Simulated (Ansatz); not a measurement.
Geometry optimisation, Ansatz 0.2.0, RKS PBE0-D4/def2-SVP.

input.yaml

```yaml
crystal:
  periodic: [false, false, false]
  atoms:
    - { symbol: O, position_ang: [0.3749, 2.7925, -1.3849] }
    - { symbol: Mg, position_ang: [0.8261, 1.1422, -0.4555] }
    - { symbol: O, position_ang: [1.2739, -0.53244, 0.50962] }
    - { symbol: Si, position_ang: [2.87367, -0.51229, 0.76708] }
    - { symbol: H, position_ang: [-0.6518, 2.7623, -1.5374] }
    - { symbol: H, position_ang: [3.61882, -0.40257, -0.55582] }
    - { symbol: H, position_ang: [3.2523, 0.68579, 1.55818] }
    - { symbol: H, position_ang: [3.3423, -1.70215, 1.46749] }
basis:
  gaussian: { orbitals: def2-SVP }
hamiltonian:
  xc: pbe0
  dispersion: d4
relax:
  f_tol: 0.015
  max_steps: 40
```

Command:

```bash
$ ansatz run input.yaml --threads 1 --pin off --max-ram 2048MiB --backend cpu --events-out ev --progress --plain --runs-dir out
```

Question: Where does it end, and by what steps?

Answer: The forces met the threshold. After 10 steps the energy has fallen by 0.960 eV; O3 moved furthest, 1.24 Å. Parted: Mg2–Si4.

```csv
step,energy less start (eV),largest force component (eV/Å),accepted
0,0.0000,2.953,yes
1,-0.4341,1.176,yes
2,-0.6435,0.876,yes
3,-0.7844,0.338,yes
4,-0.8664,0.316,yes
5,-0.9236,0.175,yes
6,-0.9518,0.061,yes
7,-0.9584,0.022,yes
8,-0.9591,0.162,yes
9,-0.9581,0.123,no
10,-0.9596,0.003,yes
```

```xyz
8
Properties=species:S:1:pos:R:3
O -0.500 2.440 -1.349
Mg 0.737 1.432 -0.615
O 2.002 0.402 0.135
Si 3.165 -0.525 0.815
H -1.162 2.992 -1.747
H 4.215 -0.910 -0.186
H 3.856 0.196 1.935
H 2.597 -1.793 1.380
```

Run time: 37 s on 1 thread of Intel(R) Xeon(R) Platinum 8375C CPU @ 2.90GHz (Ice Lake), on a shared host, peak memory 0.17 GiB.
